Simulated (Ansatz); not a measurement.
Abridged output of a molecular run in Ansatz:

```
Functional definition: HF
783 factors; integrals over basis functions are off by at most 1.0e-3 eV
mean field evaluation 1: about -14253.7340 eV, gradient 3.2e1 eV
mean field evaluation 2: about -14253.8028 eV, gradient 3.2e1 eV
mean field evaluation 4: about -14256.3735 eV, gradient 3.3e0 eV
mean field evaluation 8: about -14256.4261 eV, gradient 2.0e-1 eV
mean field -14256.42652100 eV, -523.9140112937 hartree, gradient 2.8e-6 eV, S^2 0.000000; 0 other end points of the search recorded, 0 dependent functions left out
8 core orbitals not correlated: weight in the atoms' cores, before any rotation towards them, 1.000 or more for the frozen orbitals, at most 0.000 for the correlated occupied ones
reference -14256.42652100 eV, -523.9140112937 hartree; 11, 11 occupied and 61, 61 virtual orbitals, 783 factors
second order -13.05857290 eV of doubles, -0.00000000 eV of singles
cycle   1  -13.81496886 eV  change   -7.6e-1 eV  update   9.2e-2
cycle   2  -14.19514186 eV  change   -3.8e-1 eV  update   2.7e-2
cycle   3  -14.28652846 eV  change   -9.1e-2 eV  update   1.5e-2
cycle   4  -14.28259926 eV  change    3.9e-3 eV  update   4.1e-3
cycle   5  -14.28044423 eV  change    2.2e-3 eV  update   1.6e-3
cycle   6  -14.28041848 eV  change    2.6e-5 eV  update   6.0e-4
cycle   7  -14.28022771 eV  change    1.9e-4 eV  update   2.0e-4
cycle   8  -14.28018141 eV  change    4.6e-5 eV  update   1.1e-4
cycle   9  -14.28021933 eV  change   -3.8e-5 eV  update   5.6e-5
cycle  10  -14.28020879 eV  change    1.1e-5 eV  update   2.2e-5
perturbative correction -0.38919560 eV, -0.0143026745 hartree
Total energy: -14271.09592539 eV, -524.4531019617 hartree
```

Its atoms:

Z-matrix (Å, degrees):
```
B
B 1 1.672
H 1 1.199 2 121.6
H 1 1.199 2 121.6 3 174.1
O 2 1.359 1 131.6 3 93.1
S 2 1.826 1 113.8 3 -86.9
H 5 0.959 2 113.9 1 0.0
H 6 1.344 2 97.0 1 0.1
```

(1) Which basis set was used?
A. cc-pV(Q+d)Z
B. def2-QZVPP
C. def2-TZVPPD
D. def2-SVP

(2) Write the keys of the input that set method, charge and spin (a neutral closed shell needs none for the last two).

Results:

(1) D. It gives 80 functions.

(2) 
```yaml
correlation: {method: ccsd_t}
```
